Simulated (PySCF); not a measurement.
CCl3, SMILES [C](Cl)(Cl)Cl, multiplicity 2.

Coordinates come from a PBE0-D3(BJ)/def2-SVP optimisation. The isomer is the one that the SMILES or the coordinates give; other isomers of the formula were not compared.

All values below come from TDA-ωB97X/def2-SVPD (PySCF 2.14.0).

Vertical excitations; the highest root listed may be one member of a degenerate set. Gas-phase values at a fixed geometry.

```csv
state,energy (eV),λ (nm),f,main pairs
root 1,4.14,299,0.000,α HOMO→LUMO 94 %
root 2,5.14,241,0.000,β HOMO→LUMO 99 %
root 3,5.67,219,0.001,"α HOMO→LUMO+1, α HOMO→LUMO+4, α HOMO→LUMO+10, β HOMO−2→LUMO (degenerate set)"
root 4,5.67,218,0.001,"α HOMO→LUMO+2, α HOMO→LUMO+5, α HOMO→LUMO+11, β HOMO−1→LUMO (degenerate set)"
root 5,5.90,210,0.041,"α HOMO→LUMO+1, α HOMO→LUMO+4, β HOMO−2→LUMO (degenerate set)"
root 6,5.90,210,0.041,"α HOMO→LUMO+2, α HOMO→LUMO+5, β HOMO−1→LUMO (degenerate set)"
root 7,6.24,199,0.030,β HOMO−3→LUMO (degenerate set)
root 8,6.24,199,0.030,β HOMO−4→LUMO (degenerate set)
root 9,6.64,187,0.000,"α HOMO−1→LUMO 63 %, β HOMO→LUMO+1 21 %"
root 10,6.85,181,0.013,α HOMO→LUMO+3 90 %
```
Unrestricted roots are not spin-pure.
